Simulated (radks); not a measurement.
Xe+, 53 electrons, occupied as [Kr] 4d(3/2: 4, 5/2: 5) 5s2 5p6 (not the ground configuration).

All-electron calculation, Dirac Kohn-Sham, PBE, spin-unpolarised, spherical densities, finite nucleus; Fermi nuclear charge, rms radius 4.7859 fm. Program: a radial shooting solver on a logarithmic mesh with Libxc functionals.

Energy parts (eV):
part                       energy
total                 -202658.145
kinetic                215300.419
electron-nucleus      -491863.628
Hartree                 78977.301
exchange-correlation    -5072.238

Orbitals (lengths in bohr, moments of r in powers of bohr; <r^-3> diverges for s and p1/2; r(90%) holds 90 % of the orbital's charge):
orbital  occ.  eigenvalue (eV)  r(90%)   <1/r>      <r^2>  <r^-3>
1s1/2       2        -34364.30  0.0480   58.11  0.0009638       -
2s1/2       2        -5363.888   0.177   13.59    0.01543       -
2p1/2       2        -5040.741   0.158   13.57    0.01139       -
2p3/2       4        -4716.131   0.166   12.47    0.01267    5569
3s1/2       2        -1112.999   0.450   4.860     0.1072       -
3p1/2       2        -978.7060   0.445   4.771     0.1019       -
3p3/2       4        -917.0125   0.462   4.500     0.1099    1083
3d3/2       4        -680.7943   0.438   4.357    0.09186   174.2
3d5/2       6        -667.7511   0.443   4.287    0.09416   160.6
4s1/2       2        -215.3911    1.03   1.978     0.5742       -
4p1/2       2        -167.6121    1.08   1.872     0.6245       -
4p3/2       4        -155.1112    1.12   1.785     0.6706   220.0
4d3/2       4         -77.5236    1.29   1.552     0.8509   28.10
4d5/2       5         -75.4611    1.31   1.531     0.8712   25.69
5s1/2       2         -31.1799    2.56  0.7428      3.543       -
5p1/2       2         -19.4854    3.01  0.6379      4.756       -
5p3/2       4         -17.9444    3.14  0.6077      5.181   26.84

The highest occupied level is 5p3/2 at -17.944 eV. The density falls to 0.001 e/bohr^3 at r = 4.08 bohr. Summed over all electrons, <r^2> = 52.06 bohr^2, which gives a Langevin (diamagnetic) susceptibility term of -41.2 x 10^-6 cm^3/mol.
